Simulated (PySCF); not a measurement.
**Relaxation of singlet TeBr₂**

These are results of PBE0 in PySCF with Te def2-TZVP with ECP28, Br def2-TZVP; scalar-relativistic core potentials, no spin–orbit coupling; density-fitted integrals, not measurements. A (50,194) grid was used.

A hand-made bent start, of C2v symmetry, held to at least that symmetry:

```xyz
3
charge 0 multiplicity 1, angstrom
Te    0.0000    0.0000   -0.7865
Br    2.0479    0.0000    0.6474
Br   -2.0479    0.0000    0.6474
```

(1) What forces act on the atoms at the start (eV/Å)?

(2) What does it relax to?

(3) How much energy is released, and in how many steps?

## Answers

(1) 
```json
{"atom": "Te1", "Fx": "0.00", "Fy": "0.00", "Fz": "-0.09"}
{"atom": "Br2", "Fx": "-0.36", "Fy": "0.00", "Fz": "0.05"}
{"atom": "Br3", "Fx": "0.36", "Fy": "0.00", "Fz": "0.05"}
```

(2) It ends at C2v with Te–Br 2.478 Å (×2); Br–Te–Br 100.4°. A frequency run shows a minimum. Other isomers or separated fragments may lie lower.

(3) 6.0 kJ/mol in 3 steps.

The relaxation took roughly 120 core-seconds on a shared host.
